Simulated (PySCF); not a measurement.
## Single point on SnSb

State: ²Π (doublet), unpaired electrons π ↑.

An equivalent input (the run itself took its basis sets from the Basis Set Exchange, started from a PBE0 density and held the occupation σ 9α 9β, πx 5α 5β, πy 5α 4β, δx 2α 2β, δy 2α 2β):

```python
from pyscf import gto, scf, cc
mol = gto.M(atom='Sn 0 0 0; Sb 0 0 2.645', basis={'Sn': 'def2-SVP', 'Sb': 'def2-SVP'}, ecp={'Sn': 'def2-SVP', 'Sb': 'def2-SVP'},
            charge=0, spin=1, verbose=4, symmetry='C2v')
mf = scf.UHF(mol)
mf.irrep_nelec = {'A1': (11, 11), 'A2': (2, 2), 'B1': (5, 5), 'B2': (5, 4)}
mf.conv_tol = 1e-9
mf.max_cycle = 60
mf.diis_space = 10
mf.kernel()
mycc = cc.CCSD(mf, frozen=[[0, 1, 2, 3, 4, 5, 6, 7, 50, 51], [0, 1, 2, 3, 4, 5, 6, 7, 50, 51]])
mycc.run(conv_tol=1e-7, conv_tol_normt=1e-5, max_cycle=80, diis_space=8)
et = mycc.ccsd_t()
```

The SCF ended at -452.61267520 hartree. The coupled-cluster part of the log:

```
******** <class 'pyscf.cc.uccsd.UCCSD'> ********
CC2 = 0
CCSD nocc = (15, 14), nmo = (42, 42)
frozen orbitals [[0, 1, 2, 3, 4, 5, 6, 7, 50, 51], [0, 1, 2, 3, 4, 5, 6, 7, 50, 51]]
max_cycle = 80
direct = 0
conv_tol = 1e-07
conv_tol_normt = 1e-05
diis_space = 8
diis_start_cycle = 0
diis_start_energy_diff = 1e+09
Init t2, MP2 energy = -0.179064577972548
Init E_corr(UCCSD) = -0.179064578044547
cycle = 1  E_corr(UCCSD) = -0.189463004934458  dE = -0.0103984269  norm(t1,t2) = 0.107091
cycle = 2  E_corr(UCCSD) = -0.19723141940309  dE = -0.00776841447  norm(t1,t2) = 0.0418916
cycle = 3  E_corr(UCCSD) = -0.198761356880901  dE = -0.00152993748  norm(t1,t2) = 0.0297804
cycle = 4  E_corr(UCCSD) = -0.201440809523849  dE = -0.00267945264  norm(t1,t2) = 0.0175876
cycle = 5  E_corr(UCCSD) = -0.201277219785052  dE = 0.000163589739  norm(t1,t2) = 0.00840422
cycle = 6  E_corr(UCCSD) = -0.201280622490139  dE = -3.40270509e-06  norm(t1,t2) = 0.00398763
cycle = 7  E_corr(UCCSD) = -0.201428645362011  dE = -0.000148022872  norm(t1,t2) = 0.00227582
cycle = 8  E_corr(UCCSD) = -0.201401912437594  dE = 2.67329244e-05  norm(t1,t2) = 0.00105633
cycle = 9  E_corr(UCCSD) = -0.201427655308253  dE = -2.57428707e-05  norm(t1,t2) = 0.000465859
cycle = 10  E_corr(UCCSD) = -0.201423703499217  dE = 3.95180904e-06  norm(t1,t2) = 0.000221212
cycle = 11  E_corr(UCCSD) = -0.201423971260736  dE = -2.67761519e-07  norm(t1,t2) = 9.77998e-05
cycle = 12  E_corr(UCCSD) = -0.201424063869696  dE = -9.26089599e-08  norm(t1,t2) = 3.63635e-05
cycle = 13  E_corr(UCCSD) = -0.201424103478558  dE = -3.96088626e-08  norm(t1,t2) = 1.23484e-05
cycle = 14  E_corr(UCCSD) = -0.201424150980585  dE = -4.7502027e-08  norm(t1,t2) = 4.65955e-06
UCCSD converged
E(UCCSD) = -452.8140993511249  E_corr = -0.2014241509805852
UCCSD(T) correction = -0.0110088968822753
```

T1 diagnostic 0.025, D1 0.142, 29 electrons correlated, 2 of the virtual orbitals (those above 20 hartree) left out.

Repeating this along the bond gives Re = 2.689 Å and ωe = 212 cm⁻¹.

A point of this curve took 12 CPU seconds beside 0.41 for the integrals, on Oxide Virtual Turin-like (shared host).

Correlated steps freeze 8 core orbitals. Spin–orbit coupling is left out. The state was picked by a PBE0 search and need not be the measured ground state.
